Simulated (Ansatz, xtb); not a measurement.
# Relative energy of two isomers of C4H6OSSi

Structure a is `Oc1sccc1[SiH3]`, a singlet and structure b is `Oc1ccc([SiH3])s1`, a singlet. Both are isolated molecules in the gas phase, relaxed with PBE-D3(BJ)/def2-SVP; the shapes shown needn't be the lowest conformers.

a (Å):

```yaml
atoms:
  - { symbol: C, position_ang: [-0.3697, 0.9760, 1.4433] }
  - { symbol: C, position_ang: [2.0151, 0.3115, 1.1206] }
  - { symbol: C, position_ang: [1.3028, 0.3789, -0.0557] }
  - { symbol: C, position_ang: [-0.0768, 0.7604, 0.1040] }
  - { symbol: O, position_ang: [-1.5854, 1.3461, 1.9113] }
  - { symbol: S, position_ang: [1.0149, 0.7174, 2.4907] }
  - { symbol: Si, position_ang: [-1.3433, 0.9549, -1.2630] }
  - { symbol: H, position_ang: [-1.5632, 1.4405, 2.8808] }
  - { symbol: H, position_ang: [3.0674, 0.0495, 1.2805] }
  - { symbol: H, position_ang: [1.7561, 0.1581, -1.0326] }
  - { symbol: H, position_ang: [-0.6700, 0.6367, -2.5707] }
  - { symbol: H, position_ang: [-1.8844, 2.3583, -1.3264] }
  - { symbol: H, position_ang: [-2.5097, 0.0211, -1.0793] }
```

b (Å):

| atom | x (Å) | y (Å) | z (Å) |
| --- | --- | --- | --- |
| C | -0.6546 | 0.4203 | 2.0999 |
| C | 0.6560 | 0.0948 | 1.7927 |
| C | 0.9770 | 0.3989 | 0.4384 |
| C | -0.0627 | 0.9524 | -0.3017 |
| O | -1.2431 | 0.2469 | 3.3041 |
| S | -1.4869 | 1.1016 | 0.7142 |
| Si | -0.0408 | 1.4805 | -2.0911 |
| H | -2.1680 | 0.5522 | 3.2689 |
| H | 1.3422 | -0.3443 | 2.5279 |
| H | 1.9683 | 0.2147 | -0.0008 |
| H | -1.0406 | 0.7160 | -2.9190 |
| H | -0.3540 | 2.9452 | -2.2513 |
| H | 1.3444 | 1.2083 | -2.6087 |

**Question.** Estimate which is lower in electronic energy at CCSD(T)/def2-SVP + ΔMP2/def2-TZVPP, and by roughly how much.

**Answer.** Too close to call at this level: CCSD(T)/def2-SVP + ΔMP2/def2-TZVPP gives E(b) − E(a) = −0.75 kcal/mol.

The same difference at several levels:

```
                             level             geometry  E(b) − E(a) (kcal/mol)  departure from the last row (kcal/mol)  job, with rough time for the two
                          GFN2-xTB             GFN2-xTB                     +1.04                                   +1.79              optimisation, 0.31 s
                         HF/STO-3G             GFN2-xTB                     +0.80                                   +1.55               single point, 1.4 s
                r2SCAN-D4/def2-SVP             GFN2-xTB                     −0.63                                   +0.11                single point, 11 s
               PBE-D3(BJ)/def2-SVP  PBE-D3(BJ)/def2-SVP                     −0.71                                   +0.04                optimisation, 53 s
                       HF/def2-SVP  PBE-D3(BJ)/def2-SVP                     −0.52                                   +0.23           part of the CCSD(T) run
                      MP2/def2-SVP  PBE-D3(BJ)/def2-SVP                     −0.18                                   +0.57           part of the CCSD(T) run
                  CCSD(T)/def2-SVP  PBE-D3(BJ)/def2-SVP                     −0.01                                   +0.74                      single point
CCSD(T)/def2-SVP + ΔMP2/def2-TZVPP  PBE-D3(BJ)/def2-SVP                     −0.75                                                       single point, 2 min
```

As drawn, both hold the same kinds of bond in the same numbers.

The largest departure from CCSD(T)/def2-SVP + ΔMP2/def2-TZVPP is that of GFN2-xTB, 1.79 kcal/mol. The last row adds to CCSD(T) the change of the MP2 difference between the two basis sets, here −0.74 kcal/mol.

With thermal terms from frequencies at re-optimised GFN2-xTB minima (ideal gas, soft modes damped towards free rotors, one conformer each, 298.15 K, 1 atm): the zero-point term adds +0.11 kcal/mol; ΔH is −0.66 and ΔG −0.64 kcal/mol.

The correlated steps freeze 15 core orbitals. Programs: Ansatz 0.2.0, xtb 6.7.1; the last row on 2 threads of AMD EPYC 7R43 64-Core Processor (Zen 3) on a shared host.
